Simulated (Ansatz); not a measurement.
Two isomers of CH5PSSi: A = `P[SiH]1CS1`, B = `C[SiH]1PS1`.

Program: Ansatz. Geometries: PBE0-D4/def2-TZVP. ΔE: electronic, gas phase. CCSD(T)/CBS adds triple-zeta CCSD(T) − MP2 to the extrapolated MP2 energy (def2 sets, frozen cores). DFT in def2-TZVPP. B3LYP here is the variant with VWN-RPA as its local correlation; programs differ in this. Each species was taken in one conformer, which may not be the lowest.

Problem. Which is lower in electronic energy at CCSD(T)/CBS, and by how much? (An estimate is asked.)

Solution. Computed: B, by 98.0 kJ/mol.

Problem. Give E(B) − E(A) in kJ/mol with PBE-D4, B3LYP, BLYP-D4, ωB97M-V, HF/def2-TZVPP, r2SCAN-D4, B2PLYP. (Estimate.)

Solution. Computed: PBE-D4 -95.5, B3LYP -94.6, BLYP-D4 -93.7, ωB97M-V -96.6, HF/def2-TZVPP -94.2, r2SCAN-D4 -97.8, B2PLYP -95.9. None reverses the order clearly.

Problem. Does the order hold for the free energy at 298.15 K (harmonic terms from PBE0-D4)? (Best estimate.)

Solution. Ansatz gave: Yes: G(B) − G(A) = -91.0 kJ/mol, for one conformer each.

Largest T1 diagnostic: 0.013.

At CCSD(T), def2-SVP lies +13.1 kJ/mol from the extrapolated value and def2-TZVPP +4.6 kJ/mol. From BLYP to BHLYP (50 % exact exchange), in def2-TZVPP and without D4, E(B) − E(A) moves by −3.9 kJ/mol.
